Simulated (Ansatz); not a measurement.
A search over several starts for the lowest SCF solution of SnO3H2⁻ at the given spin, in a small basis.

```yaml
crystal:
  periodic: [false, false, false]
  atoms:
    - {symbol: Sn, position_ang: [-0.075397, 1.291706, 0.490306]}
    - {symbol: O, position_ang: [0.490797, -0.292312, -1.288523]}
    - {symbol: O, position_ang: [1.150326, -0.397059, 0.045252]}
    - {symbol: O, position_ang: [-1.542492, 0.177878, 1.324491]}
    - {symbol: H, position_ang: [-1.270916, -0.763224, 1.279764]}
    - {symbol: H, position_ang: [1.247673, -0.016979, -1.851280]}
basis:
  gaussian: {orbitals: def2-SVP}
total_charge: -1
magnetization: {spin_polarized: true, initial_magnetization: 1}
hamiltonian: {xc: pbe0, dispersion: d4}
output: {orbitals: {seedname: orbitals}}
```

```sh
$ ansatz run in.yaml --threads 4 --pin off --events-out ev --progress --plain --max-ram 3916MiB
```

It prints (some lines left out):

```
Functional definition: PBE0
  name "PBE0"
  cite "Adamo & Barone, J. Chem. Phys. 110, 6158 (1999) doi:10.1063/1.478522"
  cite "Perdew, Burke & Ernzerhof, Phys. Rev. Lett. 77, 3865 (1996) doi:10.1103/PhysRevLett.77.3865"
  parent pbe
  parameter a = 0.25
  parameter kappa = 0.804
  parameter beta = 0.06672455060314922
  exchange = (1 - a)*pbe_x(kappa = kappa, mu = beta*pi^2/3) + a*exact_x
  correlation = pbe_c(beta = beta)
835 factors; integrals over basis functions are off by at most 1.1e-3 eV
mean field evaluation 1: about -11989.7315 eV, gradient 2.3e1 eV
mean field evaluation 2: about -11983.8377 eV, gradient 4.5e1 eV
mean field evaluation 4: about -11991.8459 eV, gradient 1.9e0 eV
mean field evaluation 8: about -11992.0229 eV, gradient 2.0e-1 eV
mean field evaluation 16: about -11992.0232 eV, gradient 4.4e-4 eV
mean field -11992.02318171 eV, -440.6987234426 hartree, gradient 6.6e-5 eV, S^2 0.754529; 0 other end points of the search recorded, 0 dependent functions left out
reference -11992.02320813 eV, -440.6987244134 hartree; 25, 24 occupied and 53, 54 virtual orbitals, 835 factors
Total energy: -11992.13487596 eV, -440.7028281306 hartree
```

Run time 1.3 s (4 threads of Arm Neoverse V1 on a shared host).

In the def2 sets Sn takes a core potential; there is no spin–orbit coupling. The structure holds one bond between oxygen atoms, so isomers without such links may lie far lower. The highest occupied level of the charge -1 doublet lies above zero (up to 1.99 eV). By energy differences its removal costs 0.32 eV (vertical, to the charge 0 singlet, at LC-ωPBE (ω = 0.30 bohr⁻¹)/def2-TZVP). The structure comes from a short search, and lower isomers may exist.
